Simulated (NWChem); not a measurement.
Molecule: C2H3Cl2F; SMILES CC(F)(Cl)Cl

```xyz
8

C     -1.3194    -1.1117     0.0000
C     -0.3428     0.0332     0.0000
F     -1.0001     1.2028     0.0000
Cl     0.6892    -0.0125     1.4546
Cl     0.6892    -0.0125    -1.4546
H     -1.9493    -1.0417    -0.8978
H     -0.7855    -2.0695     0.0000
H     -1.9493    -1.0417     0.8978
```
Atoms are numbered in this order, from 1.

Level: PBE0/def2-SVP (NWChem), optimised geometry, unscaled harmonic frequencies. 

| frequency (cm⁻¹) | IR intensity (km/mol) |
|---|---|
| 261 | 0.5 |
| 280 | 0.2 |
| 299 | 0.7 |
| 381 | 1.1 |
| 405 | 1.0 |
| 444 | 4.4 |
| 605 | 27.1 |
| 756 | 160.6 |
| 964 | 51.0 |
| 1100 | 109.7 |
| 1141 | 93.5 |
| 1234 | 128.4 |
| 1396 | 32.5 |
| 1448 | 2.1 |
| 1449 | 3.7 |
| 3083 | 0.9 |
| 3191 | 1.0 |
| 3211 | 0.3 |

```
Property                                                                            Value
-----------------------------------------------------------------------  ----------------
zero-point energy                                                           30.9 kcal/mol
thermal correction to the enthalpy at 298.15 K (with zero-point energy)     34.9 kcal/mol
heat capacity Cv                                                         18.6 cal/(mol K)
entropy at 298.15 K and 1 atm (symmetry number 1)                        75.6 cal/(mol K)
dipole moment                                                                      1.96 D
```

Rigid rotor and harmonic oscillator.
